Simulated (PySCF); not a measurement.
# How methods differ on the ionisation energy of V

V [Ar] 3d3 4s2 (4F) → V⁺ [Ar] 3d4 (5D), as a difference of total energies. Calculation: PySCF 2.14, in cc-pVDZ (6s5p3d1f, 43 functions); no relativity, point nucleus. Correlated levels: valence: [Ar] frozen. The calculations carry no spin-orbit coupling.

```json
{"method": "UHF", "ionisation energy (eV)": "5.901"}
{"method": "LDA", "ionisation energy (eV)": "6.208"}
{"method": "PBE", "ionisation energy (eV)": "6.092"}
{"method": "MP2 (valence)", "ionisation energy (eV)": "6.210"}
{"method": "SCS-MP2 (valence)", "ionisation energy (eV)": "6.677"}
```

Question: How much does correlation contribute at MP2 (valence)?

Answer: 6.210 − (5.901) = 0.309 eV, measured against UHF.

These non-relativistic numbers lack the scalar-relativistic shift.

Errors of the correlated levels include the incompleteness of this basis and the frozen core.

For comparison: 6.732 eV (measured; NIST levels, between the centres of gravity of the two terms).
